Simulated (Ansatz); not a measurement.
Molecule: C2H6ClSi (charge 0, doublet). 
Geometry from a B3LYP-D3(BJ)/def2-TZVP (Ansatz, an electronic-structure program) optimisation:
```
Si
C 1 1.8774
H 2 1.0899 1 111.25
H 2 1.0920 3 108.55 1 -121.45
H 2 1.0940 3 108.37 4 -117.68
C 1 1.8774 2 111.78 3 177.95
H 6 1.0899 1 111.25 2 -177.95
H 6 1.0920 7 108.55 1 121.45
H 6 1.0940 7 108.37 8 117.68
Cl 1 2.0898 2 107.91 3 59.44
```
Charge 0, spin multiplicity 2.

PBE beside other levels, property by property. Correlated levels leave the core frozen unless marked. UHF or UKS for open shells. Spin-orbit coupling is left out. Non-relativistic. CBS marks a two-point X^-3 extrapolation of the correlation energy; Hartree-Fock from the larger set. The bracket is a focal-point correction in the basis named. Atomisation energies are electronic, to ground-state atoms; the column to compare with has the core term from cc-pwCVTZ added, other frozen-core levels have none. Vertical energies are electronic, to the SCF solution reached for that spin. Anions need diffuse functions, of which def2-TZVPD holds fewer than the aug- sets. The coupled-cluster column (Ansatz) is a level with limits of its own: (a) RI-MP2/CBS(aug-cc-pV(T+d)Z,aug-cc-pV(Q+d)Z)+[CCSD(T)-MP2]/aug-cc-pV(D+d)Z; (b) RI-MP2/CBS(cc-pV(T+d)Z,cc-pV(Q+d)Z)+[CCSD(T)-MP2]/cc-pV(T+d)Z.

```
property                                        PBE0/def2-TZVPD (Ansatz)  B2PLYP/def2-TZVPD (Ansatz)  CCSD(T)/aug-cc-pV(D+d)Z (Ansatz)  coupled cluster
----------------------------------------------  ------------------------  --------------------------  --------------------------------  ---------------
vertical ionisation energy to the singlet (eV)                      7.93                        7.82                              7.82         7.91 (a)
atomisation energy (kcal/mol)                                      854.4                       841.4                             797.0        856.7 (b)
vertical electron affinity to the singlet (eV)                      0.62                        0.67                              0.69         0.89 (a)
```

**Question.** What does PBE/def2-TZVPD (Ansatz) give for each property, and on which side of coupled cluster does it fall?

**Answer.** 
- vertical ionisation energy to the singlet: PBE lies 0.17 eV below coupled cluster; PBE gives 7.74 eV.
- atomisation energy: PBE lies 4.1 kcal/mol above coupled cluster; PBE gives 860.8 kcal/mol.
- vertical electron affinity to the singlet: PBE lies 0.19 eV below coupled cluster; PBE gives 0.70 eV.
